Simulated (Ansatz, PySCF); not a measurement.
Lewis adduct: BH3 (SMILES B) (first 4 atoms) with CH4O (SMILES CO); geometry from B3LYP-D3(BJ)/def2-TZVP.
(charge 0, multiplicity 1):
```xyz
10

B      0.03137    -0.00975     0.78309
H     -0.32619     1.12449     0.61055
H     -0.60365    -0.85137     0.20429
H      1.22842    -0.17276     0.77164
C      0.29167     0.51970     3.35306
O     -0.39574    -0.29125     2.37567
H     -0.06457     0.25450     4.34707
H      0.03337     1.54757     3.11893
H      1.36880     0.37990     3.26514
H     -0.25452    -1.22847     2.55831
```

Basis-set superposition error: the interaction energy with monomers in their own basis, and in the dimer's basis (counterpoise).

Codes used: Ansatz (an electronic-structure program); PySCF for 6-31G* rows. 

```
level                uncorrected (kcal/mol)  counterpoise (kcal/mol)  difference
-------------------  ----------------------  -----------------------  ----------
HF/6-31G*                            -22.71                   -20.39        2.32
HF/aug-cc-pVDZ                       -19.44                   -18.78        0.66
PBE/def2-TZVPPD                      -30.56                   -30.40        0.15
revPBE/def2-TZVPPD                   -25.41                   -25.26        0.15
B3LYP/def2-TZVPPD                    -26.65                   -26.51        0.14
BHLYP/def2-TZVPPD                    -27.52                   -27.42        0.10
MP2/6-31G*                           -32.21                   -26.46        5.75
MP2/aug-cc-pVDZ                      -28.86                   -26.21        2.66
SCS-MP2/aug-cc-pVDZ                  -26.67                   -23.88        2.78
CCSD(T)/aug-cc-pVDZ                  -27.84                   -25.12        2.72
```

The error is largest for MP2/6-31G* (5.75 kcal/mol) and smallest for BHLYP/def2-TZVPPD (0.10 kcal/mol).
